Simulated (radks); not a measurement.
The ytterbium ion Yb+, configuration [Xe] 4f14 6s1 (the NIST ground configuration). Method: scalar-relativistic Kohn-Sham, PBE, spin-polarised, spherical densities, finite nucleus; open shells are filled with parallel spins first (spin-orbit coupling, left out, can overturn this in heavy ions); Fermi nuclear charge, rms radius 5.3108 fm; computed with a radial shooting solver on a logarithmic mesh with Libxc functionals. Some entries of the table are withheld. Estimate them.

orbital  occ.  eigenvalue (hartree)  <r> (bohr)
1s up       1             -2250.303     0.01966
1s down     1             -2250.302     0.01966
2s up       1             -381.4802     0.08334
2s down     1             -381.4799     0.08334
2p up       3             -336.2945     0.07415
2p down     3             -336.2944     0.07415
3s down     1             -86.17479      0.2167
3s up       1             -86.17463      0.2167
3p down     3             -72.54851      0.2162
3p up       3             -72.54834      0.2162
3d down     5             -55.94520      0.1961
3d up       5             -55.94512      0.1961
4s down     1             -17.14943      0.4879
4s up       1             -17.14906      0.4879
4p down     3             -12.67619      0.5183
4p up       3             -12.67589      0.5183
4d down     5              -6.78470      0.5601
4d up       5              -6.78457      0.5601
5s up       1              -2.26798       1.209
5s down     1              -2.26548       1.208
5p up       3              -1.25900       1.450
5p down     3              -1.25366       1.444
4f up       7                   (1)      0.7889
4f down     7                   (2)      0.7832
6s up       1              -0.35372       3.526
6s down     0              -0.32038       3.463

Answer. 
(1) 4f up eigenvalue (hartree): -0.35757
(2) 4f down eigenvalue (hartree): -0.35637
